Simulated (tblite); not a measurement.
Species: C6H14O2Si.
SMILES with atom numbers: `[CH3:1][C:2]([CH3:3])([CH3:4])[CH2:5][C:6](=[O:7])[O:8][SiH3:9]` (hydrogens: H10, H11, H12 on C1; H13, H14, H15 on C3; H16, H17, H18 on C4; H19, H20 on C5; H21, H22, H23 on Si9)

Computed geometry: GFN2-xTB, gas phase.

Q: List the bond lengths, angles and torsions at this level.

A: 
```json
{"bond": "C1–C2, C2–C3, C2–C4", "length (bohr)": "2.891"}
{"bond": "C2–C5", "length (bohr)": "2.926"}
{"bond": "C5–C6", "length (bohr)": "2.843"}
{"bond": "C6=O7", "length (bohr)": "2.275"}
{"bond": "C6–O8", "length (bohr)": "2.509"}
{"bond": "O8–Si9", "length (bohr)": "3.141"}
{"bond": "C1–H10 and 8 like bonds", "length (bohr)": "2.055"}
{"bond": "C5–H19, C5–H20", "length (bohr)": "2.061"}
{"bond": "Si9–H21, Si9–H22, Si9–H23", "length (bohr)": "2.754"}
```

Bonds in one row agree within 0.02 bohr and their mean is given. A selection of angles:
```json
{"angle": "C2–C1–H10", "degrees": "110.2"}
{"angle": "C2–C1–H11", "degrees": "110.7"}
{"angle": "H10–C1–H11", "degrees": "108.2"}
{"angle": "C1–C2–C3", "degrees": "109.5"}
{"angle": "C1–C2–C5", "degrees": "109.7"}
{"angle": "C3–C2–C5", "degrees": "108.3"}
{"angle": "H16–C4–H17", "degrees": "108.6"}
{"angle": "C2–C5–C6", "degrees": "111.3"}
{"angle": "C2–C5–H19", "degrees": "109.6"}
{"angle": "C6–C5–H19", "degrees": "108.6"}
{"angle": "H19–C5–H20", "degrees": "109.7"}
{"angle": "C5–C6–O7", "degrees": "125.2"}
{"angle": "C5–C6–O8", "degrees": "113.2"}
{"angle": "O7–C6–O8", "degrees": "121.6"}
{"angle": "C6–O8–Si9", "degrees": "121.6"}
{"angle": "O8–Si9–H21", "degrees": "97.8"}
{"angle": "O8–Si9–H22", "degrees": "109.4"}
{"angle": "H21–Si9–H22", "degrees": "114.3"}
{"angle": "H22–Si9–H23", "degrees": "111.9"}
```

Torsions: C1–C2–C5–C6 51° (synclinal); C2–C5–C6–O7 77° (synclinal); C5–C6–O8–Si9 175° (antiperiplanar). The mirror-image conformer, all signs reversed, is as good.

Si9 (oxygen-bound silicon) is distorted tetrahedral (angles from 97.8° to 114.3°). The 2 C–O bonds span 1.204 Å (C6=O7, drawn double) to 1.328 Å (C6–O8, drawn single), a spread of 0.124 Å. The C–C distances run from 1.505 Å (C5–C6, drawn single) to 1.548 Å (C2–C5, drawn single), a spread of 0.043 Å. Of the pairs four or more bonds apart, O7···H16 is among the closest relative to their van der Waals radii: 2.42 Å, 89 % of the sum of Bondi's values. O8 (oxygen singly bound to a carbonyl carbon) is bent (angle 121.6°).

Point group: C1 (no symmetry element, even within 0.4 Å). Its GFN2-xTB frequencies are all real (lowest 38 cm⁻¹). The numbers are those of one conformer.

The run took 1.6 s on one thread of an Arm Neoverse N1, on a shared host. That covers the optimisation of the geometry.
